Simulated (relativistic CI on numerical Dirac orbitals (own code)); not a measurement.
## Pt VI: computed level list

Calculated at this level of theory: Dirac-Coulomb-Breit CI, separate exchange-only KLI orbitals for each configuration, model QED, valence Slater integrals scaled by 0.85, P86 correlation energy added to each configuration (own radial code, finite nucleus).

Configurations in the expansion (outside the closed core [Kr] 4d10 4f14): 5s2.5p6.5d5, 5s2.5p6.5d4.6s, 5s2.5p6.5d4.5f, 5s2.5p6.5d4.6p, 5s2.5p6.5d4.5g, 5s2.5p5.5d6, 5s2.5p6.5d4.6d, 5s2.5p6.5d4.7s, 5s2.5p6.5d3.6s.6p, 5s2.5p6.5d4.7p, 5s2.5p6.5d4.6f, 5s2.5p6.5d4.7d, 5s.5p6.5d6, 5s2.5p6.5d3.6s2, 5s2.5p6.5d2.5f.6s2, 5s2.5p6.5d2.6s2.6p, 5s2.5p6.5d2.5g.6s2, 5s2.5p6.5d2.6s2.6d. Double excitations out of closed p, d and f shells are left out; levels of such configurations are missing from the list, as are those of other unlisted configurations, and high levels can miss mixing partners.

The lowest level is 5s2.5p6.5d5 6S_5/2, with 81 % of that term; Hund's rules for 5s2.5p6.5d5 give 6S with J = 5/2, in agreement.

| No. | Configuration | Term | J | E (eV) | % | Landé g | jj configuration (%) |
| --- | --- | --- | --- | --- | --- | --- | --- |
| 1 | 5s2.5p6.5d5 | 6S | 5/2 | 0.0000 | 81 | 1.912 | 5d3/2^3 5d5/2^2 (41) |
| 2 | 5s2.5p6.5d5 | 4G | 5/2 | 2.1902 | 28 | 1.049 | 5d5/2 (65) |
| 3 | 5s2.5p6.5d5 | 4G | 7/2 | 3.0160 | 61 | 1.095 | 5d3/2^3 5d5/2^2 (87) |
| 4 | 5s2.5p6.5d5 | 4D | 3/2 | 3.1013 | 45 | 1.364 | 5d3/2^3 5d5/2^2 (87) |
| 5 | 5s2.5p6.5d5 | 4G | 11/2 | 3.2093 | 74 | 1.213 | 5d3/2^3 5d5/2^2 (75) |
| 6 | 5s2.5p6.5d5 | 4G | 5/2 | 3.2767 | 41 | 1.076 | 5d3/2^3 5d5/2^2 (51) |
| 7 | 5s2.5p6.5d5 | 4G | 9/2 | 3.3721 | 80 | 1.168 | 5d3/2^3 5d5/2^2 (56) |
| 8 | 5s2.5p6.5d5 | 4P | 1/2 | 3.5678 | 62 | 1.798 | 5d3/2^3 5d5/2^2 (58) |
| 9 | 5s2.5p6.5d5 | 4D | 7/2 | 4.0940 | 61 | 1.286 | 5d3/2^2 5d5/2^3 (73) |
| 10 | 5s2.5p6.5d5 | 2D | 5/2 | 4.2981 | 33 | 1.264 | 5d3/2^3 5d5/2^2 (52) |
| 11 | 5s2.5p6.5d5 | 4D | 1/2 | 4.6917 | 68 | 0.799 | 5d3/2^2 5d5/2^3 (85) |
| 12 | 5s2.5p6.5d5 | 2I | 11/2 | 4.7284 | 70 | 1.007 | 5d3/2^2 5d5/2^3 (79) |
| 13 | 5s2.5p6.5d5 | 4D | 3/2 | 4.8286 | 43 | 1.260 | 5d3/2^2 5d5/2^3 (61) |
| 14 | 5s2.5p6.5d5 | 2F | 7/2 | 4.8633 | 41 | 1.124 | 5d3/2^3 5d5/2^2 (67) |
| 15 | 5s2.5p6.5d5 | 2G | 9/2 | 5.1250 | 49 | 1.156 | 5d3/2^2 5d5/2^3 (58) |
| 16 | 5s2.5p6.5d5 | 4F | 3/2 | 5.1280 | 52 | 0.777 | 5d3/2^2 5d5/2^3 (71) |
| 17 | 5s2.5p6.5d5 | 2I | 13/2 | 5.2321 | 100 | 1.077 | 5d3/2^2 5d5/2^3 (100) |
| 18 | 5s2.5p6.5d5 | 2F | 5/2 | 5.3985 | 34 | 1.030 | 5d3/2^2 5d5/2^3 (60) |
| 19 | 5s2.5p6.5d5 | 4F | 5/2 | 6.0748 | 35 | 1.100 | 5d3/2^2 5d5/2^3 (55) |
| 20 | 5s2.5p6.5d5 | 2H | 9/2 | 6.0846 | 53 | 1.105 | 5d3/2^2 5d5/2^3 (98) |
| 21 | 5s2.5p6.5d5 | 2G | 7/2 | 6.2271 | 55 | 1.016 | 5d3/2^2 5d5/2^3 (90) |
| 22 | 5s2.5p6.5d5 | 2F | 5/2 | 6.5518 | 46 | 1.053 | 5d3/2^2 5d5/2^3 (58) |
| 23 | 5s2.5p6.5d5 | 2D | 3/2 | 6.5995 | 55 | 0.711 | 5d3/2 5d5/2^4 (51) |
| 24 | 5s2.5p6.5d5 | 2F | 7/2 | 6.7588 | 64 | 1.085 | 5d3/2 5d5/2^4 (50) |
| 25 | 5s2.5p6.5d5 | 2S | 1/2 | 7.1003 | 79 | 1.947 | 5d3/2^2 5d5/2^3 (36) |
| 26 | 5s2.5p6.5d5 | 4F | 7/2 | 7.1689 | 47 | 1.180 | 5d3/2 5d5/2^4 (68) |
| 27 | 5s2.5p6.5d5 | 2H | 11/2 | 7.3654 | 69 | 1.066 | 5d3/2 5d5/2^4 (94) |
| 28 | 5s2.5p6.5d5 | 2G | 9/2 | 7.3730 | 47 | 1.096 | 5d3/2 5d5/2^4 (60) |
| 29 | 5s2.5p6.5d5 | 2D | 3/2 | 8.0179 | 85 | 0.829 | 5d3/2 5d5/2^4 (48) |
| 30 | 5s2.5p6.5d5 | 2D | 5/2 | 8.1443 | 56 | 1.088 | 5d3/2 5d5/2^4 (53) |
| 31 | 5s2.5p6.5d5 | 2D | 5/2 | 8.7629 | 60 | 1.118 | 5d5/2^5 (34) |
| 32 | 5s2.5p6.5d5 | 2G | 9/2 | 8.9447 | 96 | 1.111 | 5d3/2^2 5d5/2^3 (64) |
| 33 | 5s2.5p6.5d5 | 2G | 7/2 | 9.2789 | 85 | 0.926 | 5d3/2 5d5/2^4 (67) |
| 34 | 5s2.5p6.5d5 | 2P | 3/2 | 10.0673 | 82 | 1.242 | 5d3/2^2 5d5/2^3 (79) |
| 35 | 5s2.5p6.5d5 | 2P | 1/2 | 10.7298 | 88 | 0.792 | 5d3/2 5d5/2^4 (54) |
| 36 | 5s2.5p6.5d5 | 2D | 5/2 | 11.6713 | 94 | 1.195 | 5d3/2^2 5d5/2^3 (66) |
| 37 | 5s2.5p6.5d5 | 2D | 3/2 | 12.0056 | 81 | 0.880 | 5d3/2 5d5/2^4 (76) |
| 38 | 5d4(5D).6s | 6D | 1/2 | 14.3386 | 69 | 3.057 | 5d3/2^4 6s (57) |
| 39 | 5d4(5D).6s | 6D | 3/2 | 14.9797 | 85 | 1.834 | 5d3/2^3 5d5/2 6s (74) |
| 40 | 5d4(5D).6s | 6D | 5/2 | 15.5443 | 90 | 1.628 | 5d3/2^2 5d5/2^2 6s (57) |
| 41 | 5d4(5D).6s | 6D | 7/2 | 15.9965 | 86 | 1.542 | 5d3/2^2 5d5/2^2 6s (50) |
| 42 | 5d4(5D).6s | 6D | 9/2 | 16.3374 | 72 | 1.478 | 5d3/2^3 5d5/2 6s (39) |
| 43 | 5d4(5D).6s | 4D | 1/2 | 16.6734 | 45 | 0.957 | 5d3/2^3 5d5/2 6s (51) |
| 44 | 5d4(5D).6s | 4D | 3/2 | 17.4855 | 63 | 1.160 | 5d3/2^3 5d5/2 6s (68) |
| 45 | 5d4(3H).6s | 4H | 7/2 | 17.5024 | 49 | 0.877 | 5d3/2^3 5d5/2 6s (81) |
| 46 | 5d4(5D).6s | 4D | 5/2 | 17.8792 | 35 | 1.025 | 5d3/2^3 5d5/2 6s (60) |
| 47 | 5d4(3H).6s | 4H | 9/2 | 17.8884 | 47 | 1.106 | 5d3/2^2 5d5/2^2 6s (45) |
| 48 | 5d4(3P).6s | 4P | 1/2 | 17.9124 | 47 | 1.935 | 5d3/2^2 5d5/2^2 6s (65) |
| 49 | 5d4(3H).6s | 4H | 11/2 | 18.5486 | 73 | 1.160 | 5d3/2^2 5d5/2^2 6s (96) |
| 50 | 5d4(3F).6s | 4F | 3/2 | 18.6101 | 59 | 0.802 | 5d3/2^2 5d5/2^2 6s (66) |
| 51 | 5d4(3G).6s | 4G | 7/2 | 18.6144 | 27 | 1.024 | 5d3/2^2 5d5/2^2 6s (67) |
| 52 | 5d4(5D).6s | 4D | 5/2 | 18.6459 | 43 | 1.124 | 5d3/2^2 5d5/2^2 6s (57) |
| 53 | 5d4(5D).6s | 4D | 7/2 | 18.6845 | 50 | 1.232 | 5d3/2^2 5d5/2^2 6s (59) |
| 54 | 5d4(3P).6s | 4P | 3/2 | 18.8577 | 48 | 1.418 | 5d3/2^2 5d5/2^2 6s (81) |
| 55 | 5d4(3H).6s | 4H | 13/2 | 18.9091 | 78 | 1.197 | 5d3/2^2 5d5/2^2 6s (85) |
| 56 | 5d4(3G).6s | 4G | 5/2 | 18.9323 | 31 | 0.994 | 5d3/2^2 5d5/2^2 6s (61) |
| 57 | 5d4(3H).6s | 4H | 9/2 | 19.1853 | 38 | 1.116 | 5d3/2^2 5d5/2^2 6s (54) |
| 58 | 5d4(3D).6s | 4D | 5/2 | 19.4576 | 37 | 1.336 | 5d3/2^2 5d5/2^2 6s (77) |
| 59 | 5d4(3G).6s | 4G | 9/2 | 19.5439 | 59 | 1.124 | 5d3/2^2 5d5/2^2 6s (85) |
| 60 | 5d4(3D).6s | 4D | 1/2 | 19.5803 | 52 | 0.473 | 5d3/2^2 5d5/2^2 6s (88) |
| 61 | 5d4(1I).6s | 2I | 11/2 | 19.7448 | 40 | 1.060 | 5d3/2^2 5d5/2^2 6s (92) |
| 62 | 5d4(3F).6s | 4F | 7/2 | 19.7837 | 42 | 1.267 | 5d3/2^2 5d5/2^2 6s (70) |
| 63 | 5d4(3G).6s | 4G | 7/2 | 19.8290 | 30 | 1.140 | 5d3/2^2 5d5/2^2 6s (56) |
| 64 | 5d4(3H).6s | 2H | 9/2 | 20.0462 | 46 | 1.122 | 5d3/2^2 5d5/2^2 6s (67) |
| 65 | 5d4(3D).6s | 4D | 3/2 | 20.1290 | 52 | 1.120 | 5d3/2^2 5d5/2^2 6s (52) |
| 66 | 5d4(3P).6s | 4P | 5/2 | 20.3507 | 34 | 1.279 | 5d3/2 5d5/2^3 6s (41) |
| 67 | 5d4(3G).6s | 2G | 7/2 | 20.5164 | 49 | 1.082 | 5d3/2 5d5/2^3 6s (50) |
| 68 | 5d4(3G).6s | 4G | 11/2 | 20.5962 | 56 | 1.175 | 5d3/2 5d5/2^3 6s (90) |
| 69 | 5d4(3D).6s | 2D | 5/2 | 20.8831 | 37 | 1.134 | 5d3/2^2 5d5/2^2 6s (49) |
| 70 | 5d4(1G).6s | 2G | 7/2 | 20.8836 | 42 | 1.050 | 5d3/2 5d5/2^3 6s (73) |

Energies count from the lowest computed level. Percentages are summed over parent terms; the parents shown are those of the largest component, closed shells are left out there. Filled j subshells are mostly left out of the jj labels.

The mean weight of the leading LS term, summed over parents, in these 70 levels is 57 %, and that of the leading jj configuration (from the same eigenvectors) 66 %.

At this charge configurations can still be misplaced by up to about 7 % of their energy. Levels and lines within the n = 5 or 6 shells can be off by up to 10 % or somewhat more, and those that change n by about 2 %, since core polarisation is missing.

LS names give the leading component of a level, which can be under half, so a name can repeat, a term be missing and a line seem to break the LS rules.
